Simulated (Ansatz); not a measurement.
CH4BNO, SMILES `N=CBO`. The species carries charge 0 and has multiplicity 1.

Cartesian coordinates in Å:
```
N -1.202 0.427 -0.451
C -0.005 0.100 -0.733
B 0.891 -0.340 0.508
O 0.286 -0.317 1.702
H -1.746 0.703 -1.268
H 0.374 0.124 -1.763
H 2.035 -0.678 0.432
H -0.632 -0.020 1.573
```

(1) What are the harmonic wavenumbers in cm⁻¹ at PBE0-D4/def2-TZVP (Ansatz, finite differences of forces, unscaled)? (Best estimate.)

(2) Is this a minimum?

(3) Give the ideal-gas thermochemistry at 298.15 K and 1 bar (rigid rotor, harmonic oscillator; point group Cs, symmetry number 1).

## Answers

(1) Computed: 188, 251, 588, 648, 837, 852, 945, 1023, 1154, 1178, 1255, 1396, 1443, 1693, 2639, 3039, 3465, 3664.

(2) Yes, all 18 modes are real.

(3) Zero-point energy 157.1 kJ/mol; H(298) − E = 171.3 kJ/mol; entropy 281.9 J/(mol·K), of which translation 159.2, rotation 99.5, vibration 23.1; G(298) − E = 87.3 kJ/mol.
